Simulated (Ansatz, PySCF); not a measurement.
ZnI, SMILES [Zn][I] (connectivity only; charge and spin as stated), neutral, multiplicity 2. Atoms are numbered in the order given.

```xyz
2

Zn     0.0000     0.0000    -1.6387
I      0.0000     0.0000     0.9123
```
Charge 0, spin multiplicity 2.

The structure is a stationary point at B3LYP-D3(BJ)/def2-TZVP. The multiplicity is an assumed one; other spin states were not compared. The def2 effective core potentials stand for the cores of I; spin–orbit coupling is left out.

Two levels are set side by side: PBE-D3(BJ)/def2-TZVP (Ansatz, a first-principles code) and B3LYP-D3(BJ)/def2-TZVP (Ansatz). Each level has its own optimised geometry; the coordinates shown are those of the second. Frequencies come from the Hessian of PySCF at each geometry. Differences are taken from unrounded values.

```tsv
quantity	B3LYP-D3(BJ)
bond Zn1–I2 (Å)	2.551
highest harmonic wavenumber (cm⁻¹)	198
mean harmonic wavenumber (cm⁻¹)	198
zero-point energy (kcal/mol)	0.28
```

**Question.** What does PBE-D3(BJ) give, and how far is it from B3LYP-D3(BJ)? (Estimate from the structure and the level; the computed values follow.)

**Answer.** 
| quantity | PBE-D3(BJ) | PBE-D3(BJ) minus B3LYP-D3(BJ) |
|---|---|---|
| bond Zn1–I2 (Å) | 2.532 | -0.019 |
| highest harmonic wavenumber (cm⁻¹) | 204 | 6 |
| mean harmonic wavenumber (cm⁻¹) | 204 | 6 |
| zero-point energy (kcal/mol) | 0.29 | 0.01 |
